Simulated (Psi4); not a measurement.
diarsenic (As₂), singlet, geometry from GFN2-xTB, with bond 2-1 at 1.3 times its length. Base run: R2SCAN/STO-3G run with Psi4.

Input for Psi4:
```
memory 2 GB

molecule {
0 1
As   -0.00000000   -0.00000000   -1.04699221
As    0.00000000    0.00000000    1.67518754
}

set {
  basis sto-3g
}

energy('r2scan')
print_variables()
```

The base run was repeated with changes; each row names its change, and settings that it needs were set with it.

```csv
change,ΔE vs base (mEh),SCF cycles,grid points,basis functions
base,0.000,5,38300,36
dft_radial_points = 150,(withheld),5,75968,36
dft_radial_points = 35,55.046,5,18298,36
puream = false,(withheld),5,38300,(withheld)
df_basis_scf = cc-pvtz-jkfit,(withheld),5,38300,36
damping_percentage = 20,0.000,11,38300,36
scf_type = dfdirj+cosx,0.000,6,38300,36
d_convergence = 1e-4,0.000,5,38300,36
dft_spherical_points = 110,0.267,5,14032,36
e_convergence = 1e-8,0.000,5,38300,36
e_convergence = 1e-4,0.000,5,38300,36
scf_type = out_of_core,(withheld),5,38300,36
guess = core,0.000,6,38300,36
```

**Question.** Fill in the missing entries.

**Answer.** 
- dft_radial_points = 150, ΔE vs base (mEh): -7.564
- puream = false, ΔE vs base (mEh): -1263.5
- puream = false, basis functions: 38
- df_basis_scf = cc-pvtz-jkfit, ΔE vs base (mEh): -1.387
- scf_type = out_of_core, ΔE vs base (mEh): 3.276
